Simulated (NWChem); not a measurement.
System: SiHIF$_{2}$; SMILES [SiH](F)(F)I

```xyz
5

Si     0.3921    -1.3186     0.0000
F     -0.2951    -1.9811    -1.2925
F     -0.2951    -1.9811     1.2925
I     -0.0380     1.0517     0.0000
H      1.8353    -1.6207     0.0000
```
Atoms are numbered in this order, from 1.

Geometry: optimised at PBE0/def2-SVP. No frequency run checked for a minimum. def2 effective core potentials on I; no spin-orbit coupling.

Symmetry labels are those of Cs in the frame above (b1 and b2, or b-type labels, depend on it).

### Question
List the 4 lowest vertical singlet excitations from CAM-B3LYP/def2-SVPD with def2 effective core potentials on I, TDA (NWChem).

### Answer
| state | energy (eV) | oscillator strength | symmetry | leading excitation (squared amplitude) |
|---|---|---|---|---|
| S1 | 6.14 | 0.011 | a' | HOMO → LUMO (0.93) |
| S2 | 6.15 | 0.005 | a" | HOMO−1 → LUMO (0.93) |
| S3 | 7.14 | 0.000 | a" | HOMO → LUMO+1 (0.92) |
| S4 | 7.32 | 0.002 | a' | HOMO−1 → LUMO+1 (0.73) |
